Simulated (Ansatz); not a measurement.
ClCu, charge +1, doublet, at a GFN2-xTB geometry (such geometries of metal compounds can be far from the true shape) (the multiplicity is a formal guess); WB97X-V/6-31G* (Ansatz, a program for electronic structure).

The Ansatz input:
Ansatz 0.2 input:
```yaml
crystal:
  periodic: [false, false, false]
  atoms:
    - {symbol: Cu, position_ang: [-0.00000000, -0.00000000, -0.80004762]}
    - {symbol: Cl, position_ang: [0.00000000, 0.00000000, 1.36478711]}
basis:
  gaussian:
    orbitals: 6-31G*
hamiltonian:
  xc: {name: wB97X-V}
total_charge: 1
magnetization: {spin_polarized: true, initial_magnetization: 1}
accuracy: high
```

It wrote (shortened):

```
Functional definition: wB97X-V
930 factors; integrals over basis functions are off by at most 3.8e-9 eV
199 factors; integrals over basis functions are off by at most 1.0e-9 eV
mean field evaluation 1: about -57123.2865 eV, gradient 8.6e1 eV
mean field evaluation 2: about -56442.5500 eV, gradient 3.3e2 eV
mean field evaluation 4: about -57138.3353 eV, gradient 8.9e0 eV
mean field evaluation 8: about -57138.9635 eV, gradient 1.4e0 eV
mean field evaluation 16: about -57138.9911 eV, gradient 3.8e-3 eV
mean field evaluation 32: about -57138.8666 eV, gradient 4.5e0 eV
mean field -57138.99113437 eV, -2099.8191939888 hartree, gradient 8.0e-8 eV, S^2 0.754009; 3 other end points of the search recorded, 0 dependent functions left out
reference -57138.99113421 eV, -2099.8191939829 hartree; 23, 22 occupied and 32, 33 virtual orbitals, 930 factors
Total energy: -57138.99113421 eV, -2099.8191939829 hartree
```
